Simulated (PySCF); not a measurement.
Constitutional and geometric isomers with formula C4H3N. All species are isolated molecules in the gas phase. Strings in code marks are SMILES.

Excitations are Tamm–Dancoff values on a coarser integration grid. The basis has no diffuse functions, so Rydberg states are missing or too high.

A: `N=C=C1C=C1`
B: `C(#CC#C)N`
C: `C#CNC#C`
D: `C#CCC#N`
E: `C=C=C=C=N`
F: `C#CC=C=N`

Q: Put the candidates in order of LUMO, lowest first, for PySCF 2.14.0 with PBE-D3(BJ)/def2-TZVP // B3LYP-D3(BJ)/def2-TZVP.

A: E (-2.76 eV), A (-1.78 eV), F (-1.68 eV), B (-1.33 eV), D (-0.94 eV), C (-0.69 eV)
